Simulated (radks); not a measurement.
Question: La II, 56 electrons, occupied as [Xe] 5d2. All-electron calculation, scalar-relativistic Kohn-Sham, PBEsol, spin-unpolarised, spherical densities, finite nucleus; Fermi nuclear charge, rms radius 4.855 fm. Program: a radial shooting solver on a logarithmic mesh with Libxc functionals. Some entries of the table are withheld. Estimate them.

orbital,occ.,eigenvalue (eV),<r^2> (bohr^2),r(max) (bohr)
1s,2,-38734.16,0.0008543,0.01608
2s,2,-6169.626,0.01363,0.09098
2p,6,-5531.177,0.01085,0.07314
3s,2,-1322.312,0.09303,0.2605
3p,6,-1118.407,(1),0.2549
3d,10,-825.1177,0.07976,0.2101
4s,2,-269.8067,0.4830,0.6083
4p,6,-203.4746,0.5464,0.6354
4d,10,-107.4725,0.6837,0.6719
5s,2,-42.7304,2.741,1.409
5p,6,(2),(3),1.591
5d,2,(4),9.804,2.239

Answer: 
(1) 3p <r^2> (bohr^2): 0.09304
(2) 5p eigenvalue (eV): -26.3162
(3) 5p <r^2> (bohr^2): 3.732
(4) 5d eigenvalue (eV): -7.1517
